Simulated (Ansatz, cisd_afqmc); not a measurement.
System: I, charge 0, doublet.

Total energies in def2-SVPD, 7 correlated electrons, 9 frozen orbitals. Radicals and triplets start from unrestricted determinants; spin-orbit coupling is neglected. Cores are frozen in correlated methods (noble-gas shells, and filled d and f shells in the p block). Past Kr the def2 sets carry scalar-relativistic core potentials. AFQMC/CISD: phaseless, guided by CISD from CCSD amplitudes; bars are statistical, one sigma. Outlying blocks are dropped, and bars are widened where a walk drifts. Over all cases where full CI ran beside it in this data, AFQMC minus full CI had a median of +0.1 mEh and passed +0.4 mEh in a tenth of the cases. Spin-orbit terms, left out, reach several kcal/mol for Br and I, and more for heavier atoms.

```json
[
 {"method": "HF", "program": "Ansatz", "energy (Eh)": "-296.65058", "minus CCSDTQ (mEh)": "97.22"},
 {"method": "MP2", "program": "Ansatz", "energy (Eh)": "-296.73278", "minus CCSDTQ (mEh)": "15.02"},
 {"method": "CCSD", "program": "Ansatz", "energy (Eh)": "-296.74600", "minus CCSDTQ (mEh)": "1.80"},
 {"method": "CCSD(T)", "program": "Ansatz", "energy (Eh)": "-296.74740", "minus CCSDTQ (mEh)": "0.40"},
 {"method": "CCSDT(Q)", "program": "Ansatz", "energy (Eh)": "-296.74779", "minus CCSDTQ (mEh)": "0.01"},
 {"method": "CCSDTQ", "program": "Ansatz", "energy (Eh)": "-296.74780", "minus CCSDTQ (mEh)": "0.00"},
 {"method": "AFQMC/CISD", "program": "cisd_afqmc", "energy (Eh)": "-296.7477 ± 0.0001", "minus CCSDTQ (mEh)": "0.1 ± 0.1"}
]
```

Ansatz is a first-principles code.
